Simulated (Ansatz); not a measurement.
C2H5BrF2OSi (SMILES CCO[Si](F)(F)Br), singlet, geometry from GFN2-xTB, atoms displaced at random by about 0.03 Å a coordinate; Ansatz (a first-principles code) with PBE0/STO-3G, gradient.

Input for Ansatz:
Ansatz 0.2 input:
```yaml
crystal:
  periodic: [false, false, false]
  atoms:
    - {symbol: C, position_ang: [2.77463576, 0.28127698, -0.77789553]}
    - {symbol: C, position_ang: [1.76771374, -0.29296854, -1.64234392]}
    - {symbol: O, position_ang: [0.52837867, 0.24869298, -1.52661116]}
    - {symbol: Si, position_ang: [-0.40475549, 0.55573817, -0.26254044]}
    - {symbol: F, position_ang: [0.01409012, 1.88156852, 0.49733142]}
    - {symbol: F, position_ang: [-1.80355557, 0.95853635, -0.91067049]}
    - {symbol: Br, position_ang: [-0.58902867, -1.02485583, 1.14541365]}
    - {symbol: H, position_ang: [2.58842226, 0.27320157, 0.33474025]}
    - {symbol: H, position_ang: [3.83296995, -0.00640718, -1.00474776]}
    - {symbol: H, position_ang: [2.86515804, 1.43770184, -1.01560002]}
    - {symbol: H, position_ang: [2.08523722, -0.26539484, -2.72172193]}
    - {symbol: H, position_ang: [1.68539767, -1.39566395, -1.38360052]}
basis:
  gaussian:
    orbitals: STO-3G
hamiltonian:
  xc: pbe0
output: {forces: true}
```

What the program printed (banner, timings and long lists left out):

```
Functional definition: PBE0
707 factors; integrals over basis functions are off by at most 4.2e-5 eV
mean field evaluation 1: about -86550.7982 eV, gradient 3.2e1 eV
mean field evaluation 2: about -86552.1404 eV, gradient 2.7e1 eV
mean field evaluation 4: about -86554.4563 eV, gradient 4.0e-1 eV
mean field evaluation 8: about -86554.4516 eV, gradient 2.9e-2 eV
mean field -86554.45159278 eV, -3180.8174273201 hartree, gradient 1.6e-5 eV, S^2 0.000000; 0 other end points of the search recorded, 0 dependent functions left out
the calculation of the forces begins
reference -86554.45160916 eV, -3180.8174279220 hartree; 46, 46 occupied and 11, 11 virtual orbitals, 707 factors
Total energy: -86554.45160916 eV, -3180.8174279220 hartree
Atom 0 at     2.774636     0.281277    -0.777896 Å, force     4.636199     6.127991     2.173914 eV/Å
Atom 1 at     1.767714    -0.292969    -1.642344 Å, force    -0.136324    -4.821331    -1.655971 eV/Å
Atom 2 at     0.528379     0.248693    -1.526611 Å, force    -2.446037     1.746410    -1.826848 eV/Å
Atom 3 at    -0.404755     0.555738    -0.262540 Å, force    -0.354494     0.682085    -0.147970 eV/Å
Atom 4 at     0.014090     1.881569     0.497331 Å, force     0.746558     1.277456     0.772878 eV/Å
Atom 5 at    -1.803556     0.958536    -0.910670 Å, force    -1.069907     0.000621    -0.577525 eV/Å
Atom 6 at    -0.589029    -1.024856     1.145414 Å, force    -0.148443    -1.733144     1.371644 eV/Å
Atom 7 at     2.588422     0.273202     0.334740 Å, force     0.048368    -0.673944    -1.188108 eV/Å
Atom 8 at     3.832970    -0.006407    -1.004748 Å, force    -1.006520    -0.691168     0.394063 eV/Å
Atom 9 at     2.865158     1.437702    -1.015600 Å, force    -0.576995    -2.423930     0.555027 eV/Å
Atom 10 at     2.085237    -0.265395    -2.721722 Å, force    -0.066182     0.180503     0.526159 eV/Å
Atom 11 at     1.685398    -1.395664    -1.383601 Å, force     0.373777     0.328451    -0.397264 eV/Å
Dipole moment:     0.322417     0.051887    -0.158670 e Å
```
